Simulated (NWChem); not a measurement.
# GeH₃O₃Cl; SMILES [OH][Ge]([OH])([Cl])[OH]

```xyz
8

O      0.1554    -1.6576     1.0240
Ge     0.0000     0.0000     0.4181
O     -1.5132     0.6942     1.0240
O      1.3578     0.9634     1.0240
Cl     0.0000     0.0000    -1.7625
H      0.9271    -2.0971     0.6182
H     -2.2797     0.2457     0.6182
H      1.3526     1.8515     0.6182
```
Atoms are numbered in this order, from 1.

Level: PBE-D3(BJ)/def2-SVP (NWChem), optimised geometry, unscaled harmonic frequencies. 

Question: List the harmonic frequencies with IR intensities, and the thermochemistry.

Answer: 
```tsv
frequency (cm⁻¹)	IR intensity (km/mol)
65	42.6
65	42.6
205	37.9
205	37.9
216	60.3
240	8.7
240	8.7
263	121.4
405	76.7
679	45.4
729	112.3
729	112.3
899	77.3
907	92.3
907	92.3
3723	110.7
3723	110.7
3724	1.2
```

```
Quantity                                                                           Result
-----------------------------------------------------------------------  ----------------
zero-point energy                                                           25.6 kcal/mol
thermal correction to the enthalpy at 298.15 K (with zero-point energy)     31.4 kcal/mol
heat capacity Cv                                                         26.0 cal/(mol K)
entropy at 298.15 K and 1 atm (symmetry number 3)                        88.6 cal/(mol K)
dipole moment                                                                      1.07 D
```

Rigid rotor and harmonic oscillator; modes under 100 cm⁻¹ make the entropy uncertain.
